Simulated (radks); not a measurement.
Al0.7+, 12.3 electrons, occupied as [Ne] 3s2 3p0.3 (fractional occupations, a model configuration). Method: scalar-relativistic Kohn-Sham, BLYP, spin-unpolarised, spherical densities, finite nucleus; Fermi nuclear charge, rms radius 3.061 fm; computed with a radial shooting solver on a logarithmic mesh with Libxc functionals.

Normalised radial functions P(r) = r R(r), r in bohr:

r             2p       3s       3p
0.006376  0.0028   0.0386   0.0006
0.007189  0.0035   0.0430   0.0008
0.00817   0.0045   0.0482   0.0010
0.009286  0.0057   0.0540   0.0013
0.01055   0.0073   0.0602   0.0017
0.0119    0.0092   0.0667   0.0021
0.01352   0.0118   0.0741   0.0027
0.01537   0.0150   0.0821   0.0034
0.01733   0.0188   0.0900   0.0043
0.0197    0.0239   0.0990   0.0055
0.02239   0.0303   0.1083   0.0069
0.02524   0.0377   0.1173   0.0087
0.02869   0.0476   0.1268   0.0109
0.03261   0.0600   0.1362   0.0138
0.03706   0.0752   0.1450   0.0173
0.04178   0.0928   0.1523   0.0213
0.04749   0.1156   0.1586   0.0265
0.05398   0.1433   0.1627   0.0328
0.06086   0.1745   0.1640   0.0400
0.06917   0.2142   0.1619   0.0490
0.07861   0.2612   0.1552   0.0597
0.08863   0.3125   0.1441   0.0714
0.1007    0.3756   0.1263   0.0857
0.1145    0.4475   0.1016   0.1019
0.1301    0.5281   0.0697   0.1200
0.1467    0.6106   0.0331   0.1383
0.1668    0.7049  -0.0124   0.1589
0.1895    0.8030  -0.0634   0.1800
0.2137    0.8957  -0.1146   0.1992
0.2429    0.9913  -0.1698   0.2181
0.276     1.0784  -0.2223   0.2336
0.3112    1.1473  -0.2648   0.2436
0.3537    1.2014  -0.2986   0.2474
0.402     1.2302  -0.3154   0.2424
0.4569    1.2294  -0.3109   0.2266
0.5152    1.1999  -0.2844   0.2008
0.5855    1.1378  -0.2308   0.1608
0.6655    1.0468  -0.1514   0.1076
0.7503    0.9398  -0.0559   0.0463
0.8528    0.8094   0.0636  -0.0300
0.9693    0.6707   0.1943  -0.1150
1.093     0.5411   0.3190  -0.1999
1.242     0.4113   0.4449  -0.2919
1.412     0.2968   0.5535  -0.3808
1.604     0.2022   0.6358  -0.4612
1.809     0.1331   0.6827  -0.5242
2.056     0.0795   0.6961  -0.5726
2.337     0.0438   0.6706  -0.5969
2.635     0.0230   0.6149  -0.5953
2.994     0.0104   0.5299  -0.5677
3.403     0.0042   0.4297  -0.5164
3.837     0.0016   0.3329  -0.4516
4.361     0.0005   0.2368  -0.3715
4.957     0.0001   0.1558  -0.2877
5.634     0.0000   0.0938  -0.2083
6.352     0.0000   0.0534  -0.1439
7.219     0.0000   0.0264  -0.0897
8.205     0.0000   0.0116  -0.0512
9.251     0.0000   0.0048  -0.0276
10.51     0.0000   0.0016  -0.0129

2p: eigenvalue -75.183 eV, 0 radial nodes, <r> = 0.603 bohr, 90 % of the charge inside 1.02 bohr. 3s: eigenvalue -12.430 eV, 2 radial nodes at r = 0.161, 0.798 bohr, <r> = 2.42 bohr, 90 % of the charge inside 3.68 bohr. 3p: eigenvalue -6.877 eV, 1 radial node at r = 0.813 bohr, <r> = 3.06 bohr, 90 % of the charge inside 4.76 bohr.
